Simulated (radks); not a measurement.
The numbers below are computed, except where a source is named.
Valence configurations of Rh+ (all share [Kr]). Code: a radial shooting solver on a logarithmic mesh with Libxc functionals. Model: scalar-relativistic Kohn-Sham, r2SCAN, spin-polarised, spherical densities, finite nucleus; open shells are filled with parallel spins first (spin-orbit coupling, left out, can overturn this in heavy ions); meta-GGA in the generalised Kohn-Sham scheme; Fermi nuclear charge, rms radius 4.4945 fm. Energies are relative to 4d8; eigenvalues in eV for spin up.

| valence | E (eV) | moment (Bohr magnetons) | e(4d) | e(5p) | e(5s) |
|---|---|---|---|---|---|
| 4d8 | 0.000 | 2 | -14.395 | - | - |
| 4d7.5 5s0.5 | 1.005 | 3 | -16.248 | - | -11.823 |
| 4d7 5s1 | 1.973 | 4 | -18.114 | - | -13.069 |
| 4d7 5s0.5 5p0.5 | 4.756 | 4 | -18.753 | -7.793 | -13.245 |
| 4d7 5p1 | 7.459 | 4 | -19.379 | -8.174 | - |
| 4d6.5 5s0.5 5p1 | 8.854 | 5 | -21.238 | -8.863 | -14.659 |
| 4d6 5p2 | 16.370 | 6 | -24.298 | -10.080 | - |

NIST lists [Kr] 4d8 as the ground configuration; this level of theory agrees among the configurations tried. The energies are those of spherical high-spin densities, not of single terms.
